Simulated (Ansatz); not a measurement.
BH₄N₂SSb, SMILES `NB1[NH][SbH][S]1`. Total charge 0; spin multiplicity 1. Sb takes the def2 core potential.

```xyz
9

N     0.175   -1.751    0.032
B     0.002   -0.376   -0.191
N    -0.438    0.615    0.730
Sb   -0.614    2.218   -0.509
S     0.322    0.427   -1.848
H     0.023   -2.187    0.924
H     0.491   -2.378   -0.685
H    -0.853    0.474    1.635
H     0.891    2.957   -0.088
```

(1) What are the harmonic wavenumbers in cm⁻¹ at PBE0-D4/def2-TZVP (Ansatz, finite differences of forces, unscaled)? (An estimate is asked.)

(2) Is this a minimum?

(3) Give the ideal-gas thermochemistry at 298.15 K and 1 bar (rigid rotor, harmonic oscillator; point group C1, symmetry number 1).

(4) And at 400, 500, 600, 800 and 1000 K?

## Answers

(1) Ansatz gave: 83, 278, 307, 323, 365, 401, 444, 550, 558, 592, 664, 695, 880, 1103, 1173, 1434, 1625, 1879, 3639, 3657, 3741.

(2) Yes, all 21 modes are real.

(3) Zero-point energy 145.9 kJ/mol; H(298) − E = 165.9 kJ/mol; entropy 348.1 J/(mol·K), of which translation 174.7, rotation 117.4, vibration 56.0; G(298) − E = 62.1 kJ/mol. Modes under 100 cm⁻¹ are hindered rotations or soft bends, so the harmonic entropy is rough.

(4) 
```json
{"T (K)": "400", "H − E (kJ/mol)": "177.7", "S (J/mol/K)": "382.2", "G − E (kJ/mol)": "24.8"}
{"T (K)": "500", "H − E (kJ/mol)": "190.8", "S (J/mol/K)": "411.4", "G − E (kJ/mol)": "-14.9"}
{"T (K)": "600", "H − E (kJ/mol)": "205.0", "S (J/mol/K)": "437.2", "G − E (kJ/mol)": "-57.3"}
{"T (K)": "800", "H − E (kJ/mol)": "235.8", "S (J/mol/K)": "481.4", "G − E (kJ/mol)": "-149.3"}
{"T (K)": "1000", "H − E (kJ/mol)": "268.8", "S (J/mol/K)": "518.2", "G − E (kJ/mol)": "-249.4"}
```
